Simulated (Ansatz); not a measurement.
Potential energy curve for SiH (cation, charge +1), singlet.

Methods: UCCSDT(Q) = CCSDT(Q) on UHF/aug-cc-pVTZ, frozen core (Ansatz, an electronic-structure program); RMP2 = Ansatz with MP2 on RHF/aug-cc-pVTZ, frozen core; RHF/aug-cc-pVTZ (Ansatz).

Energies are in kcal/mol, each relative to the lowest point of its own curve near equilibrium.

```
R / Å  UCCSDT(Q)   RMP2    RHF
-----  ---------  -----  -----
1.24        21.6   21.1   21.0
1.32         9.4    9.0    8.8
1.37         4.8    4.4    4.2
1.44         1.1    0.9    0.8
1.45         0.8    0.6    0.5
1.52         0.0    0.0    0.0
1.58         0.8    1.0    1.1
1.61         [?]    1.9    2.1
1.65         2.9    3.5    3.8
1.77         8.8    9.9   10.7
1.86        14.2   16.0   17.2
2.07        27.9   31.7   34.3
2.30        42.2   49.0   53.6
2.54        54.3   65.3   72.6
2.71         [?]    [?]   84.9
3.06           —   91.2  106.5
3.32           —   99.3    [?]
3.77           —  106.5  137.1
4.12           —  107.4    [?]
4.58           —  104.1    [?]
5.35           —   91.6  165.7
6.10           —   75.6  170.7
```

Q: What belongs in the gaps?

A: 
- 1.61, UCCSDT(Q): 1.6
- 2.71, UCCSDT(Q): 60.9
- 2.71, RMP2: 75.3
- 3.32, RHF: 119.7
- 4.12, RHF: 147.0
- 4.58, RHF: 156.3

Dashes: no converged value, or the column stops at the first point that the program doubted or that broke a chosen test of continuity, which isn't proof of a fault.

The unrestricted determinant behind UCCSDT(Q) is spin-contaminated at 1.24 to 1.65, 2.07 to 6.10 Å (<S²> up to 1.0, against 0.00 for a pure singlet). The restricted form behind RMP2, RHF keeps the bonding electrons paired and can't separate into open-shell fragments. The T1 diagnostic of CCSD on the restricted reference of RMP2 exceeds 0.045 at 3.06 to 6.10 Å.
